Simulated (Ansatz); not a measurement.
Consider the ligand exchange at a B–O bond: `BOC(O)O` + `NC[TeH]` → `BNC[TeH]` + `OC(O)O`.

Isolated molecules relaxed with PBE0-D4/def2-TZVP in Ansatz; ΔE leaves out vibrations. CCSD(T)/CBS adds triple-zeta CCSD(T) − MP2 to the extrapolated MP2 energy (def2 sets, frozen cores). Elements past krypton have def2 core potentials. For Te outer-core shells are correlated without core-valence functions, which leaves a few kJ/mol of doubt a bond. Each species was taken in one conformer, which may not be the lowest.

`BOC(O)O`:

```xyz
10

B     0.126    0.454   -1.648
O     0.474    0.473   -0.347
C    -0.226   -0.314    0.611
O    -1.140    0.433    1.289
O     0.706   -0.807    1.505
H     0.731    1.181   -2.378
H    -0.742   -0.282   -2.029
H    -0.776   -1.102    0.084
H    -0.655    1.006    1.895
H     1.502   -1.043    1.019
```

`NC[TeH]`:

```xyz
8

N    -1.023   -0.392    0.687
C     0.303   -0.058    0.241
Te    0.412   -0.465   -1.885
H    -1.707    0.273    0.350
H    -1.075   -0.430    1.697
H     1.025   -0.708    0.732
H     0.617    0.983    0.368
H     1.448    0.796   -2.189
```

`BNC[TeH]`:

Cartesian coordinates in Å:
```
B -0.389 -0.554 -1.480
N 0.035 -0.723 -0.170
C 0.763 0.228 0.607
Te -0.311 0.986 2.337
H -0.126 0.471 -2.041
H -0.999 -1.438 -2.005
H -0.207 -1.565 0.332
H 1.674 -0.194 1.038
H 1.026 1.082 -0.012
H -1.466 1.708 1.393
```

`OC(O)O`:

```xyz
8

O    -0.720    0.464    1.101
C    -0.237    0.155   -0.149
O    -0.562   -1.153   -0.458
O     1.160    0.242   -0.234
H    -0.447   -0.249    1.691
H    -0.711    0.871   -0.834
H     0.104   -1.480   -1.071
H     1.414    1.150   -0.045
```

| level | ΔE (kJ/mol) |
| --- | --- |
| SCS-MP2/def2-TZVPP | -21.5 |
| HF/CBS(def2) | -9.8 |

What does CCSD(T)/CBS give? (Best estimate.)

Computed: -22.6 kJ/mol. The listed levels differ from it by 1.1, 12.8 kJ/mol.

Largest T1 diagnostic among the species: 0.013.

In def2-TZVPP, CCSD(T) changes the Hartree–Fock value by −11.9 kJ/mol (the triples alone add −1.5 kJ/mol) and MP2 by −14.2 kJ/mol.
